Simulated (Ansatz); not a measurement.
CuSn₂⁺. The state is a triplet with charge 1. Geometry PBE-D4/def2-TZVP, that of the neutral doublet; atoms count from 1.

```xyz
3

Cu    0.880    0.648    0.959
Sn    0.596   -0.456   -1.340
Sn   -1.475   -0.192    0.381
```

In the def2 sets Sn takes a core potential; there is no spin–orbit coupling. The structure comes from a short search, and lower isomers may exist.

Estimate the Mulliken populations from the PBE0/def2-TZVP orbitals of Ansatz.


```csv
atom,charge (e),spin (α − β),d electrons
Cu1,0.12,-0.01,9.86
Sn2,0.44,1.01,–
Sn3,0.44,1.01,–
```
Mulliken values depend strongly on the basis.

Where does the spin sit?

Summed by element: Cu -0.01, Sn 2.01, of 2 unpaired in all. Largest on single atoms: Sn2 1.01, Sn3 1.01, Cu1 -0.01.

And the Mayer bond orders between heavy atoms (over 0.3)?

Cu1–Sn2 0.73 (2.57 Å); Cu1–Sn3 0.73 (2.57 Å); Sn2–Sn3 1.39 (2.71 Å).
